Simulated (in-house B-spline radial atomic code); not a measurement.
The numbers below are computed, except where a source is named.
Softness against transferability: the 4p channel of Sb

Sb, [Kr] 4d10 5s2 5p3, non-relativistic PBE, spherical and spin-unpolarised, from an all-electron radial atomic-structure program (B-spline basis) (atomic units). The all-electron 4p level is ε = -3.653662 hartree, its outermost node lies just inside 0.41 bohr and its outer maximum at 0.77 bohr.

Troullier-Martins pseudo-orbitals are made for several radii. The cutoffs (hartree) are the plane-wave energies beyond which the orbital holds less than the named kinetic energy per electron. The phase error is the difference, pseudo minus all-electron, of arctan(R P'/P) at R = 1.38 bohr for all radii, half a hartree below and above the level.

```tsv
r_c (bohr)	V_l(0) (hartree)	cutoff for 10 mEh	for 1 mEh	for 0.1 mEh	phase error at ε − 0.5 (mrad)	at ε + 0.5 (mrad)
0.58	-147.07	403	> 450	> 450	-13.0	-2.0
0.67	-52.20	126	297	> 450	-4.3	-0.6
0.77	-9.14	64.1	120	235	-2.5	-0.3
0.87	-1.46	48	96.9	124	-2.0	-0.3
0.97	-3.56	45.3	89.8	114	-2.5	-0.3
1.08	-6.74	39.1	71.5	95.2	-4.4	-0.6
```

Q: Which radius needs the lowest cutoff for 1 mEh while both phase errors stay within 4.5 mrad?

A: The radii within that limit are 0.67, 0.77, 0.87, 0.97, 1.08 bohr; of these r_c = 1.08 needs the least, 71.5 hartree, that is 143 Ry or 1946 eV.
